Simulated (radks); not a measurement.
Radial electron density D(r) = 4 pi r^2 rho(r) of an atom or ion with 51 electrons. All-electron calculation, non-relativistic Kohn-Sham, r2SCAN, spin-polarised, spherical densities, point nucleus; meta-GGA in the generalised Kohn-Sham scheme. Program: a radial shooting solver on a logarithmic mesh with Libxc functionals.

```
   r/bohr * D(r) (the largest magnitude, 91.3, reaches the edge; | marks zero)
 0.001046 |*
 0.001208 |*
 0.001384 |*
 0.001598 | *
 0.001831 | *
 0.002097 |  *
 0.002422 |   *
 0.002775 |    *
 0.003205 |     *
 0.003672 |       *
 0.004207 |         *
 0.004858 |           *
 0.005566 |              *
 0.006428 |                 *
 0.007364 |                     *
 0.008437 |                        *
 0.009744 |                            *
  0.01116 |                                *
  0.01289 |                                   *
  0.01477 |                                      *
  0.01692 |                                        *
  0.01954 |                                         *
  0.02239 |                                         *
  0.02586 |                                       *
  0.02963 |                                      *
  0.03394 |                                    *
   0.0392 |                                    *
  0.04491 |                                     *
  0.05186 |                                         *
  0.05942 |                                              *
  0.06808 |                                                  *
  0.07862 |                                                      *
  0.09007 |                                                      *
   0.1032 |                                                   *
   0.1192 |                                              *
   0.1365 |                                          *
   0.1577 |                                        *
   0.1807 |                                         *
    0.207 |                                             *
    0.239 |                                              *
   0.2739 |                                           *
   0.3163 |                                  *
   0.3624 |                         *
   0.4151 |                  *
   0.4794 |               *
   0.5493 |                *
   0.6344 |                  *
   0.7268 |                 *
   0.8327 |              *
   0.9616 |          *
    1.102 |      *
    1.272 |    *
    1.458 |   *
     1.67 |  *
    1.929 | *
     2.21 |*
    2.552 |*
    2.924 *
     3.35 *
    3.869 *
    4.432 *
    5.119 *
```

What is the nuclear charge?

Answer. Z = 55. The innermost maximum, from 1s, lies near 1/Z = 0.0182 bohr (found: 0.0202), and its height grows with Z. The density is that of the caesium ion Cs4+ in [Kr] 4d10 5s2 5p3; the configuration itself is not fixed sharply by these data, and Z only to a few units. D(r) has 4 maxima, at r = 0.0202, 0.0852, 0.233, 0.660 bohr, and minima at 0.0377, 0.158, 0.483 bohr, inside which lie 2.00, 11.39, 28.96 electrons.
